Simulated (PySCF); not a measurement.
Compound: C3H6BNO2.
Bonds: N1–B2, B2–C3, C3–C4 (triple), C4–C5, C5–O6 (double), C5–O7. Hydrogens: H8, H9, H10 on N1; H11, H12 on B2; H13 on O7.
Bond orders are those of one Lewis drawing.

Method: PySCF 2.14.0, PBE0-D3(BJ)/def2-SVP geometry optimisation, gas phase; density fitting, grid level 1; the optimiser is geomeTRIC in internal coordinates, started from a GFN2-xTB structure with every atom displaced at random (about 0.01 Å).

Step 1: E = -9450.7640 eV
```
atom  x, y, z in Å  |  force x, y, z in eV/Å
N1     -2.2119   -0.1739    0.2094   -0.017  -0.091  -0.117
B2     -1.3280    0.5943   -0.9368    0.132  -0.013  -0.051
C3      0.1479    0.3345   -0.4983   -0.535  -0.305   0.337
C4      1.1322   -0.0654    0.1034    0.741   0.137  -0.164
C5      2.4218   -0.4108    0.6585   -0.262   0.107  -0.053
O6      2.6083   -1.0654    1.6527    0.012  -0.085   0.086
O7      3.4112    0.1083   -0.0774    0.620  -0.096   0.151
H8     -2.0195    0.2413    1.1219    0.033  -0.069   0.060
H9     -1.9636   -1.1705    0.2580   -0.044   0.289   0.006
H10    -3.2159   -0.0983    0.0356    0.026  -0.012  -0.040
H11    -1.5992    0.0712   -2.0030   -0.091  -0.011  -0.049
H12    -1.6292    1.7727   -0.8873   -0.131   0.056  -0.001
H13     4.2516   -0.1554    0.3528   -0.484   0.093  -0.165
```

Step 2: E = -9450.8029 eV
```
atom  x, y, z in Å  |  force x, y, z in eV/Å
N1     -2.2370   -0.1694    0.2055   -0.007   0.015  -0.001
B2     -1.3339    0.5849   -0.9263    0.124   0.023  -0.037
C3      0.1451    0.3170   -0.4819   -0.132  -0.348   0.459
C4      1.1668   -0.0531    0.0857    0.225   0.415  -0.520
C5      2.4564   -0.3894    0.6407   -0.363  -0.071  -0.021
O6      2.6082   -1.0526    1.6367    0.187  -0.023   0.085
O7      3.4722    0.1100   -0.0763    0.069  -0.055   0.126
H8     -2.0514    0.2330    1.1260   -0.005  -0.032   0.017
H9     -1.9995   -1.1626    0.2536   -0.014   0.022   0.003
H10    -3.2365   -0.0833    0.0143    0.015  -0.002  -0.019
H11    -1.6176    0.0629   -1.9928   -0.014   0.013  -0.020
H12    -1.6479    1.7635   -0.8750   -0.014   0.013  -0.030
H13     4.2806   -0.1786    0.3793   -0.072   0.029  -0.041
```

**Question.** Estimate the geometry and energy of step 3. (The exact step hangs on the optimiser's Hessian estimate; all steps are aligned on step 2, rigid shifts and turns removed.)

**Answer.** E = -9450.8276 eV, largest force 0.602 eV/Å
```
atom  x, y, z in Å  |  force x, y, z in eV/Å
N1     -2.2878   -0.1592    0.1966    0.028   0.125   0.125
B2     -1.3309    0.5654   -0.9015    0.034   0.088  -0.042
C3      0.1398    0.2741   -0.4346    0.088  -0.164   0.265
C4      1.2189   -0.0370    0.0582   -0.307   0.166  -0.219
C5      2.4963   -0.3788    0.6257    0.399  -0.092   0.118
O6      2.6895   -1.0354    1.6225   -0.415  -0.002  -0.004
O7      3.5239    0.1156   -0.0779   -0.410   0.240  -0.370
H8     -2.1258    0.2185    1.1328   -0.040   0.038  -0.039
H9     -2.0834   -1.1529    0.2448    0.014  -0.294  -0.013
H10    -3.2739   -0.0424   -0.0379   -0.013   0.013   0.015
H11    -1.6220    0.0511   -1.9738    0.087   0.027   0.025
H12    -1.6446    1.7492   -0.8588    0.124  -0.042  -0.042
H13     4.3055   -0.1860    0.3935    0.413  -0.102   0.182
```

The energy changes by -0.0247 eV. The first-order estimate −F·Δx gives -0.0701 eV and the mean of the old and new forces, exact on a quadratic surface, -0.0253 eV. The step makes an angle of 71° with the force vector and moves no atom by more than 0.085 Å.

What follows is the cost of the whole optimisation. Time: 66 s of wall time; peak memory 0.52 GiB. Hardware: one thread of an Arm Neoverse V2 (shared host).
